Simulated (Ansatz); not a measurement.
System: sum formula GeCl3F, net charge 0, singlet state. SMILES: [Cl][Ge]([F])([Cl])[Cl]
Structure (B3LYP-D3(BJ)/def2-TZVP (Ansatz, an electronic-structure program) minimum search):
```xyz
5

F      0.0235    -0.0797     1.9082
Ge     0.0023    -0.0078     0.1874
Cl    -1.6640    -1.1416    -0.4823
Cl     1.8287    -0.8353    -0.5126
Cl    -0.1816     2.0338    -0.3679
```

Property: vertical ionisation energy (to the doublet state of charge +1; each state is the SCF solution reached for its spin; the molecule has degenerate orbitals, so one determinant may break the symmetry), in eV. Correlated levels leave the core frozen unless marked. UHF or UKS for open shells. No spin-orbit coupling. The frozen core is the preceding noble-gas configuration, with the filled d and f shells of earlier blocks. No relativistic terms. CBS marks a two-point X^-3 extrapolation of the correlation energy; Hartree-Fock from the larger set.

CCSD(T)/CBS(def2-TZVPPD,def2-QZVPPD) (Ansatz) gives 12.66 eV.

Problem. Another calculation gave 12.29 eV. Which level was it?
A) BHLYP/def2-TZVPD (Ansatz)
B) PBE/def2-TZVPD (Ansatz)
C) SVWN5/def2-TZVPD (Ansatz)
D) PBE0/def2-TZVPD (Ansatz)

Solution. A, BHLYP/def2-TZVPD (Ansatz). The others give 11.27 (PBE), 11.88 (PBE0), 11.45 (SVWN5) eV.
